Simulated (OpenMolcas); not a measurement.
An atom or ion with 15 electrons was computed by SS-CASPT2, IPEA 0.25 Eh, imaginary shift 0.1 Eh with spin-orbit coupling (OpenMolcas, ANO-RCC-VQZP, DKH2). The lowest levels that the run gave, each within 12 % of the measured value where one is at hand:

```tsv
J	Parity	E (eV)	g
3/2	odd	0.0000	2.002
3/2	odd	1.919	0.801
5/2	odd	1.924	1.200
1/2	odd	3.094	0.666
3/2	odd	3.097	1.333
5/2	even	10.219	1.601
3/2	even	10.259	1.735
1/2	even	10.282	2.670
3/2	even	13.155	0.800
5/2	even	13.164	1.201
```

Task: Which ion is it, and what are the configurations and terms?

Result: S+ (Z = 16, charge +1; active space 5 electrons in 8 orbitals (3s 3p 4s 4p)). J, parity and g give the terms where levels are pure, and mixed ones are named by the computed weights; the size of the splittings, set against known spectra of the 15-electron sequence, gives the charge. In order, with the measured energies in eV (NIST Handbook of Basic Atomic Spectroscopic Data): 3s² 3p³ ⁴S°_3/2, 3s² 3p³ ²D°_3/2 (1.8415), 3s² 3p³ ²D°_5/2 (1.8455), 3s² 3p³ ²P°_1/2 (3.0407), 3s² 3p³ ²P°_3/2 (3.0465), 3s 3p⁴ ⁴P_5/2 (9.8438), 3s 3p⁴ ⁴P_3/2 (9.8886), 3s 3p⁴ ⁴P_1/2 (9.9141), 3s 3p⁴ ²D_3/2 (12.1369), 3s 3p⁴ ²D_5/2 (12.1404).

CASPT2 does not keep the components of a term degenerate, so their means are used; among the terms shown or strongly mixed into the levels shown the widest spread is 1700 cm-1 (3s 3p⁴ ²D). Over all roots computed the reference weight is 0.83 to 0.96; the roots of lowest weight are the least certain, and an intruder state may touch them. Active for correlation alone: 4p 4s; no level in the range computed is led by a configuration that fills them, so any true level of that kind is missing. Terms of s pⁿ other than that of highest spin mix with s² pⁿ⁻² d, which this space lacks; all of them can be thousands of cm-1 off, and some have no real level of that name. Computed and measured levels are paired by configuration, term and J; levels that our copy of the source lacks, or whose pairing is in doubt (as where it misses far off the trend of its configuration), stay unpaired and out of the deviations. Only configurations of the active space appear.

° marks odd parity.
